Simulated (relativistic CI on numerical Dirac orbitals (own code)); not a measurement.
Sensitivity of the levels of Br²⁰⁺ to α and to the nuclear radius

Calculated at this level of theory: Dirac-Coulomb-Breit CI, separate exchange-only KLI orbitals for each configuration, derivatives by finite differences, unscaled Slater integrals, QED left out (own radial code, finite nucleus).

CI space (outside the closed core [Ne]): 3s2.3p3, 3s.3p4, 3s2.3p2.3d, 3p5, 3s.3p3.3d, 3p4.3d, 3s2.3p.3d2, 3s2.3d3, 3s.3p.3d3, 3p3.3d2, 3p2.3d3. Double excitations out of closed p, d and f shells are left out; levels of such configurations are missing from the list, as are those of other unlisted configurations, and high levels can miss mixing partners.

With x = (α/α₀)² − 1 an excitation energy changes as ω = ω₀ + qx; K = 2q/ω₀ is the relative enhancement. Terms are leading LS components, so labels can repeat. The field-shift factor is F = δν/δ⟨r²⟩ for the transition from the lowest level.

Lowest level 3s2.3p3 4S°_3/2.

| Level | ω₀ (cm⁻¹) | q (cm⁻¹) | K | F (GHz/fm²) |
| --- | --- | --- | --- | --- |
| 3s2.3p3 2D°_3/2 | 73039 | 34060 | 0.933 | -0.256 |
| 3s2.3p3 2D°_5/2 | 99687 | 54250 | 1.09 | -0.313 |
| 3s2.3p3 2P°_1/2 | 144365 | 55740 | 0.772 | -1.05 |
| 3s2.3p3 2P°_3/2 | 197071 | 130100 | 1.32 | -1.71 |
| 3s.3p4 4P_5/2 | 506126 | 78730 | 0.311 | -67.5 |
| 3s.3p4 4P_3/2 | 550949 | 120400 | 0.437 | -66 |
| 3s.3p4 4P_1/2 | 564307 | 126600 | 0.449 | -66.8 |
| 3s.3p4 2D_3/2 | 623937 | 99770 | 0.32 | -54.2 |
| 3s.3p4 2D_5/2 | 644820 | 135000 | 0.419 | -58.5 |
| 3s2.3p2.3d 2P_3/2 | 703285 | 87270 | 0.248 | -30.3 |
| 3s.3p4 2P_1/2 | 715712 | 105900 | 0.296 | -45.5 |
| 3s2.3p2.3d 4F_3/2 | 716008 | 36550 | 0.102 | -7.5 |
| 3s2.3p2.3d 4F_5/2 | 733514 | 32440 | 0.0884 | 0.2 |

At this charge energies of transitions that change n are usually good to better than 1 %, and those within a shell (Δn = 0) to a few per cent.
